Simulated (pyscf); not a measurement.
H₃C–Al(CH₃)–NH₂, singlet

Gas-phase minimum from PySCF at ωB97X-D3(BJ)/def2-SVP, one conformer. 

```
Al
N 1 1.7803
H 2 1.0150 1 125.27
H 2 1.0150 3 109.48 1 180.00
C 1 1.9592 2 118.84 3 -179.98
H 5 1.1025 1 113.20 2 -0.63
H 5 1.1044 6 107.47 1 123.05
H 5 1.1044 6 107.45 7 113.97
C 1 1.9593 2 118.84 3 0.06
H 9 1.1025 1 113.18 2 -0.94
H 9 1.1043 10 107.48 1 123.09
H 9 1.1044 10 107.44 11 113.96
```

Properties at ωB97X-D3(BJ)/def2-SVP:

```yaml
harmonic_wavenumbers_unscaled: 55, 70, 163, 189, 193, 387, 468, 557, 564, 603, 639, 683, 708, 761, 857, 1231, 1231, 1434, 1437, 1441, 1444, 1543, 3049, 3050, 3137, 3138, 3154, 3154, 3618, 3705 cm⁻¹
zero_point_energy: 61.0 kcal/mol
rotational_symmetry_number: 2
Entropy of this conformer at 298 K and 1 atm, rigid rotor and harmonic oscillator, modes under 100 cm⁻¹ raised to 100: 342.8 J/(mol K)
dipole_moment: 0.84 D
```

Single-point totals, which compare only within one level (frozen core for MP2 and CC):

```
level                   total energy (hartree)
----------------------  ----------------------
ωB97X-D3(BJ)/def2-TZVP              -378.42280
PBE/def2-TZVP                       -377.99839
r²SCAN/def2-TZVP                    -378.21487
B3LYP-D3(BJ)/def2-TZVP              -378.37196
PBE0-D3(BJ)/def2-TZVP               -378.04876
M06-2X/def2-TZVP                    -378.23877
ωB97M-D3(BJ)/def2-TZVP              -378.40123
HF/def2-TZVPP                       -376.87830
MP2/def2-TZVPP                      -377.53778
CCSD/def2-TZVPP                     -377.58078
CCSD(T)/def2-TZVPP                  -377.60696
```

Soft torsions are taken as harmonic, which can shift the entropy by several J/(mol K). The CCSD(T) − MP2 part came from Ansatz, without density fitting, on the same reference.
